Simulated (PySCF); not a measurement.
An unknown is described by computed data only.

Formula: C6H10N2.

| Item | Value |
| --- | --- |
| Dipole | 2.14 D [wB97X-D/def2-SVPD] |
| 1H NMR | chemical shifts (computed TMS as zero) by class: 7.01 (1 H), 6.72 (1 H), 5.37 (1 H), 5.32 (1 H), 5.25 (1 H), 2.99 (1 H), 0.67 (2 H), 0.54 (2 H) ppm [GIAO PBE0/pcSseg-1] |
| UV, first state | lowest singlet excitation: 4.98 eV (249 nm, f = 0.811) [TDDFT wB97X-D/def2-SVPD] |
| NMR, other nuclei | isotropic shieldings of nuclei other than C and H, by class: -124 (1 N), 118 (1 N) ppm [GIAO PBE0/pcSseg-1] |
| Triplet | lowest triplet excitation (Tamm–Dancoff): 2.85 eV [TDA wB97X-D/def2-SVPD] |
| Polarisability | 101.7 au [wB97X-D/def2-SVPD] |
| Rotational structure | rotational constants A, B, C: 10.241, 0.748, 0.724 GHz [GFN2-xTB] |
| 13C NMR | chemical shifts (computed TMS as zero) by class: 145.0 (1 C), 134.1 (1 C), 118.3 (1 C), 32.0 (1 C), 9.6 (2 C) ppm [GIAO PBE0/pcSseg-1] |

Gas-phase values; electronic properties from PySCF, density fitting. Levels stand in brackets. Geometry: GFN2-xTB, one conformer, isolated molecule. GFN2-xTB frequencies show an imaginary mode (108i cm⁻¹), so this geometry is no minimum at that level. NMR classes are plain means over equivalent atoms (diastereotopic ones count apart unless rotation or inversion swaps them), as if these changed places fast.

Question: What is the compound? Reason from the data.

Answer: Numbering: `[CH2:1]=[CH:2]/[CH:3]=[N:4]/[NH:5][CH:6]1[CH2:7][CH2:8]1`. Its formula, C6H10N2, gives 3 degrees of unsaturation: 1 ring and 2 π bonds in the structure found. 6 carbons fall into 5 classes; from least to most shielded: alkene CH carbon [C2] (145.0 ppm), C=N carbon [C3] (134.1 ppm), terminal =CH2 carbon [C1] (118.3 ppm), ring sp3 carbon bound to nitrogen [C6] (32.0 ppm), three-membered-ring carbon [C7/C8] (9.6 ppm, 2 C, up to 4.1 ppm apart in this geometry). Hydrogen classes from least to most shielded: 1 H on a C=N carbon, C3 (7.01 ppm), 1 H on an alkene CH carbon, C2 (6.72 ppm), 1 H on a nitrogen bonded to C, N and H, N5 (5.37 ppm), 1 H on a terminal =CH2 carbon, C1 (5.32 ppm), 1 H on a terminal =CH2 carbon, C1 (5.25 ppm), 1 H on an sp3 carbon bound to nitrogen, C6 (2.99 ppm), 2 H on 2 three-membered-ring carbons, C7/C8 (0.67 ppm), 2 H on 2 three-membered-ring carbons, C7/C8 (0.54 ppm). The other shieldings belong to: -124 ppm, C=N nitrogen [N4]; 118 ppm, nitrogen bonded to C, N and H [N5]. The optimised geometry has point group C1 and is an asymmetric top. Structure: `C=C/C=N/NC1CC1`. Computed isomers that give other values at the same levels: `CCCn1cccn1` (13C chemical shifts (computed TMS as zero) by class: 141.9 (1 C), 131.1 (1 C), 112.4 (1 C), 55.7 (1 C), 31.7 (1 C), 14.2 (1 C) ppm); `C=C/C(CC)=N\N=C` (13C chemical shifts (computed TMS as zero) by class: 135.4 (1 C), 132.8 (1 C), 130.4 (1 C), 110.8 (1 C), 37.4 (1 C), 15.8 (1 C) ppm); `[H]/N=C\C1=CC[C@@H]1NC` (13C chemical shifts (computed TMS as zero) by class: 167.0 (1 C), 153.7 (1 C), 144.5 (1 C), 62.9 (1 C), 38.9 (1 C), 36.4 (1 C) ppm). The assignments are read from this structure; whether some other isomer fits the data as well wasn't checked.

Conformer computed: `[CH2:1]=[CH:2]/[CH:3]=[N:4]/[NH:5][CH:6]1[CH2:7][CH2:8]1`: C1–C2–C3–N4 180°, C3–N4–N5–C6 177°, N4–N5–C6–C7 81°.
